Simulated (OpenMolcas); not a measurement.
## Si²⁺: from RASSCF to RASPT2

- Program: OpenMolcas
- Basis: ANO-R2 [5s4p3d1f]
- Scalar Hamiltonian: X2C, finite nucleus
- Active space: 2 electrons in 9 orbitals (RAS2 3s 3p; RAS3 3d, at most 2 electrons)
- State averaging: 2S+1 = 3 even, 3 roots; 2S+1 = 1 even, 7 roots; 2S+1 = 3 odd, 3 roots; 2S+1 = 1 odd, 3 roots
- Spin-orbit coupling: state interaction with AMFI integrals over the reference wave functions, term energies averaged over their components

Methods on the same reference wave functions:
A. RASSCF
B. SS-RASPT2, IPEA 0.25 Eh, imaginary shift 0.1 Eh (closed shells correlated: 2s 2p)
C. MS-RASPT2, IPEA 0.25 Eh, imaginary shift 0.1 Eh (closed shells correlated: 2s 2p)

Energies in eV above 3s² ¹S₀, the measured ground level; measured values from NIST levels in Kelleher and Podobedova, J. Phys. Chem. Ref. Data 37, 1285 (2008).

```tsv
Level	A	B	C	Measured
3s² ¹S₀	0.0000	0.0000	0.0000	0.0000
3s 3p ³P°₀	6.2846	6.448	6.455	6.5370
3s 3p ³P°₁	6.2980	6.461	6.468	6.5530
3s 3p ³P°₂	6.3252	6.489	6.495	6.5854
3s 3p ¹P°₁	10.3778	10.265	10.271	10.2764
3p² ¹D₂	14.8459	15.052	15.059	15.1527
```

Deviations, from unrounded energies. A percentage is the sum of absolute deviations over the sum of measured energies, with the sign that they share, or ± where signs differ.

| Against measurement | Levels | A | B | C |
| --- | --- | --- | --- | --- |
| mean absolute deviation (cm-1) | 5 | 1900 | 630 | 570 |
| other configurations (%) | 5 | ±2.6 | -0.9 | -0.8 |

C lies closest to measurement on these levels and A furthest from it. The largest miss of C in the table is 3p² ¹D₂, by -760 cm-1. The ranking rests on the paired levels alone, and a cruder setting can come out closer through cancelling errors.

Between B and C the level of the table that moves most is 3s 3p ³P°₀, by 55 cm-1 (lowest in B, highest in C). Moves below CASPT2's spread within the term are not significant.

The lowest spin-free term lies below A's lowest term by 0.223 hartree in B, 0.223 hartree in C.

CASPT2 breaks the degeneracy within a term, and the mean is taken; among the terms shown or strongly mixed into the levels shown the widest spread is 15 cm-1 (3p² ¹D, C). Configurations are named by rounded mean occupations; where the s occupation lies near a half they are strongly mixed, a name can repeat and a true partner stay unpaired. Active for correlation alone: 3d; no level in the range computed is led by a configuration that fills it, so any true level of that kind is missing. Some terms mix strongly with configurations of 3d, whose occupation reaches 0.32 (3p² ¹D). Measured partners are found by configuration, term and J. A level has none where our copy of the source lacks it or the pairing is in doubt (some pairs that miss far off the trend of their configuration count as doubtful), and it then counts in no deviation. Only configurations of the active space appear. Levels that lie high or do not pair safely by name in every column are left out.

° marks odd parity.
